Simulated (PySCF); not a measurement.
C4H7FSi, SMILES [SiH3][C@]1(F)CC=C1.

Coordinates come from a PBE0-D3(BJ)/def2-SVP optimisation. The structure was generated by enumeration; whether it is a known compound was not checked.

These are PBE/def2-TZVP (PySCF) values and carry that method's errors.

Isolated molecule, no solvent.

```yaml
total_energy: -545.54965 hartree
highest_occupied_level: -6.45 eV
lowest_empty_level: -1.48 eV
orbital_gap: 4.98 eV
dipole_moment: 1.69 D
quadrupole, principal values (traceless, Buckingham form, about the centre of nuclear charge): -5.03, 1.75, 3.29 D·Å
mean_static_polarisability: 74.1 bohr³ (10.97 Å³)
polarisability_principal_values: 63.1, 72.2, 86.9 bohr³
```
